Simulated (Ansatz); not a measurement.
The cluster NaLi6⁺, relaxed as a singlet with RKS PBE/def2-TZVP in Ansatz, starting from the GFN1-xTB geometry. Force threshold 0.02 eV/Å.

The structure comes from a short search, and lower isomers may exist.

Start:

```xyz
7

Li   -1.303   -1.398    1.559
Li    2.012    0.840    0.006
Li   -2.123   -0.442   -0.805
Li    1.168   -0.615    2.020
Li    0.352   -1.067   -0.521
Li   -0.482    0.996    0.566
Na    0.377    1.685   -2.826
```

(1) Estimate the energy that the relaxation releases and the steps that it takes.

(2) Does the start keep its bonding and symmetry?

(3) Predict the relaxed structure.

## Answers

(1) 0.84 eV, in 6 steps; 4.6 s on 4 threads of Arm Neoverse V1 on a shared host. No frequencies were taken in this run, so the end may be a saddle point.

(2) Bonds lost: Li1–Li4 (atoms count from 1). Bonds formed: Li3–Na7 (atoms count from 1). Metal–metal contacts that move far: Li2–Li4 2.62 to 3.17 Å. The end is the same structure that another start reached, the lowest one found. Point group Cs at the start, C2v at the end, both within 0.05 Å.

(3) 
Cartesian coordinates in Å:
```
Li -1.619 -1.547 1.616
Li 2.500 1.109 -0.132
Li -2.432 -0.355 -1.209
Li 1.419 -0.646 2.281
Li 0.436 -1.066 -0.550
Li -0.439 1.042 0.592
Na 0.136 1.463 -2.598
```
Bond lengths (bridged metal pairs left out): 9 × Li–Li 2.55 to 3.03 Å; 4 × Li–Na 3.27 to 3.44 Å.
